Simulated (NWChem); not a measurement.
System: C2H8SSi; SMILES C[SiH](S)C

NWChem input:

```
start job
memory heap 200 mb stack 900 mb global 1100 mb
geometry units angstroms noautosym nocenter noautoz
  Si    -0.393949     0.384477     0.000000
  C      0.270781     1.214201    -1.547139
  C      0.270781     1.214201     1.547139
  S      0.048200    -1.732486     0.000000
  H     -1.887995     0.407639     0.000000
  H      1.371599     1.175990    -1.572169
  H     -0.106980     0.713565    -2.451099
  H     -0.031139     2.273648    -1.582842
  H     -0.106980     0.713565     2.451099
  H      1.371599     1.175990     1.572169
  H     -0.031139     2.273648     1.582842
  H      1.390710    -1.572372     0.000000
end
basis spherical
  * library def2-svp
end
dft
  xc m06-2x
  iterations 150
end
cosmo
  do_cosmo_smd true
  solvent water
end
task dft energy
```

Parts of the log:

```
             Northwest Computational Chemistry Package (NWChem) 7.3.0
             --------------------------------------------------------

                             Geometry "geometry" -> ""
                             -------------------------

 Output coordinates in angstroms (scale by  1.889725989 to convert to a.u.)

  No.       Tag          Charge          X              Y              Z
 ---- ---------------- ---------- -------------- -------------- --------------
    1 Si                  14.0000    -0.39394900     0.38447700     0.00000000
    2 C                    6.0000     0.27078100     1.21420100    -1.54713900
    3 C                    6.0000     0.27078100     1.21420100     1.54713900
    4 S                   16.0000     0.04820000    -1.73248600     0.00000000
    5 H                    1.0000    -1.88799500     0.40763900     0.00000000
    6 H                    1.0000     1.37159900     1.17599000    -1.57216900
    7 H                    1.0000    -0.10698000     0.71356500    -2.45109900
    8 H                    1.0000    -0.03113900     2.27364800    -1.58284200
    9 H                    1.0000    -0.10698000     0.71356500     2.45109900
   10 H                    1.0000     1.37159900     1.17599000     1.57216900
   11 H                    1.0000    -0.03113900     2.27364800     1.58284200
   12 H                    1.0000     1.39071000    -1.57237200     0.00000000

 Effective nuclear repulsion energy (a.u.)     219.0024668231

                                 NWChem DFT Module
                                 -----------------

 Summary of "ao basis" -> "ao basis" (spherical)
 ------------------------------------------------------------------------------
       Tag                 Description            Shells   Functions and Types
 ---------------- ------------------------------  ------  ---------------------
 Si                         def2-svp                 8       18   4s3p1d
 C                          def2-svp                 6       14   3s2p1d
 S                          def2-svp                 8       18   4s3p1d
 H                          def2-svp                 3        5   2s1p

 in cosmo_initialize ...
 calling solv_data for solv:h2o

 solvent parameters
 solvname_short: h2o
 solvname_long:  water
 dielec:       78.4000
 dielecinf:     1.7769
 aqueous SMD model solvent descriptors
 dielec:       78.4000
 sola:          0.8200

[...]

                                COSMO-SMD solvation results
                                ---------------------------

             internal energy in gas <Psi(g)|H|Psi(g)> =      -768.398985039911
         internal energy in solvent <Psi(s)|H|Psi(s)> =      -768.398091693538
                               delta internal energy  =         0.000893346373 (    0.56 kcal/mol)
   total free energy in solvent <Psi(s)|H+V/2|Psi(s)> =      -768.404307452591
 polarization energy contribution <Psi(s)|V/2|Psi(s)> =        -0.006215759053 (   -3.90 kcal/mol)
    total free energy in solvent including G(SMD-CDS) =      -768.398463290003
                       G(SMD-CDS) energy contribution =         0.005844162587 (    3.67 kcal/mol)
     1 M fixed-concentration free energy of solvation =         0.000521749908 (    0.33 kcal/mol)

                       DFT Final Molecular Orbital Analysis
                       ------------------------------------

 Vector   23  Occ=2.000000D+00  E=-3.755433D-01
              MO Center=  6.7D-02,  6.6D-01,  5.4D-08, r^2= 3.7D+00
   Bfn.  Coefficient  Atom+Function         Bfn.  Coefficient  Atom+Function
  ----- ------------  ---------------      ----- ------------  ---------------
    24      0.298834   2 C  pz               38      0.298834   3 C  pz
    10     -0.267892   1 Si pz               13     -0.185651   1 Si pz
    59     -0.185269   4 S  pz               27      0.174201   2 C  pz
    41      0.174201   3 C  pz               75     -0.156352   7 H  s
    85      0.156352   9 H  s                 7      0.148983   1 Si pz

 Vector   24  Occ=2.000000D+00  E=-3.591000D-01
              MO Center=  1.8D-02, -7.7D-01, -1.4D-08, r^2= 4.0D+00
   Bfn.  Coefficient  Atom+Function         Bfn.  Coefficient  Atom+Function
  ----- ------------  ---------------      ----- ------------  ---------------
    58      0.444479   4 S  py               55      0.344063   4 S  py
     9     -0.217411   1 Si py               52      0.195246   4 S  py
    50     -0.174878   4 S  s                23      0.140641   2 C  py
    37      0.140641   3 C  py               49     -0.129043   4 S  s
     6      0.119146   1 Si py               12     -0.116981   1 Si py

 Vector   25  Occ=2.000000D+00  E=-3.038845D-01
              MO Center=  6.6D-02, -1.2D+00,  2.4D-08, r^2= 2.8D+00
   Bfn.  Coefficient  Atom+Function         Bfn.  Coefficient  Atom+Function
  ----- ------------  ---------------      ----- ------------  ---------------
    59      0.620018   4 S  pz               56      0.412725   4 S  pz
    53      0.235220   4 S  pz               21      0.146154   2 C  s
    35     -0.146154   3 C  s                24      0.112241   2 C  pz
    38      0.112241   3 C  pz               23     -0.090136   2 C  py
    37      0.090136   3 C  py               10     -0.083145   1 Si pz

 Vector   26  Occ=0.000000D+00  E= 7.978267D-02
              MO Center=  1.0D+00, -9.6D-01, -6.9D-08, r^2= 4.6D+00
   Bfn.  Coefficient  Atom+Function         Bfn.  Coefficient  Atom+Function
  ----- ------------  ---------------      ----- ------------  ---------------
   101      1.158288  12 H  s                50     -0.984936   4 S  s
    57     -0.741077   4 S  px               21     -0.653660   2 C  s
    35     -0.653660   3 C  s                 4      0.579095   1 Si s
    12     -0.426622   1 Si py               71      0.413301   6 H  s
    91      0.413301  10 H  s                 3     -0.284416   1 Si s

[...]
```

Level: M06-2X/def2-SVP, SMD on the gas-phase geometry. Geometry: optimised at PBE0/def2-SVP. Solvent: water.
